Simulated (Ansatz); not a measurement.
System: BH$_{2}$, net charge 0, doublet state. SMILES: [BH2]
Geometry: optimised at B3LYP-D3(BJ)/def2-TZVP (Ansatz, a quantum-chemistry and plane-wave program).

Wanted: atomisation energy (electronic, to ground-state atoms), in kcal/mol. Correlated levels leave the core frozen unless marked. UHF or UKS for open shells. Spin-orbit coupling is left out. Non-relativistic. The coupled-cluster limit lacks core correlation, which all-electron functionals hold. CBS(X,Y): correlation extrapolated as X^-3; Hartree-Fock from the larger set (for Q and 5 zeta extrapolated as (X+1)exp(-9√X)).

```tsv
level	program	atomisation energy (kcal/mol)
HF/6-31G*	Ansatz	145.0
```

### Question
Predict the CCSD(T)/CBS(cc-pVQZ,cc-pV5Z) result (Ansatz).

### Answer
169.2 kcal/mol
